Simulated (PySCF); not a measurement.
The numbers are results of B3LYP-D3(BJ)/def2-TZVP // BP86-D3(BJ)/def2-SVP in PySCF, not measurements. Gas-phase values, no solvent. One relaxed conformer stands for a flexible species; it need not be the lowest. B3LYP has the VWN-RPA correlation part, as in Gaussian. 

Reference species: [Ta(=O)(OH)3] (neutral, multiplicity 1).

| Quantity | Result |
|---|---|
| HOMO | -8.96 eV |
| mean distance from the central atom to its bonded neighbours | 1.881 Å |
| coordination number | 4 |
| LUMO | -0.70 eV |

After one change: the HOMO decreases by 0.05 eV; the mean distance from the central atom to its bonded neighbours increases by 0.007 Å; the coordination number rises by 1; the LUMO decreases by 2.64 eV.

Q: Which change was made? The new species is one of these.
A) [Cr(=O)2(OH)2]
B) [Mo(=O)2(OH)2]
C) [W(=O)(OH)4]
D) [Nb(=O)(OH)3]

A: C, [W(=O)(OH)4]
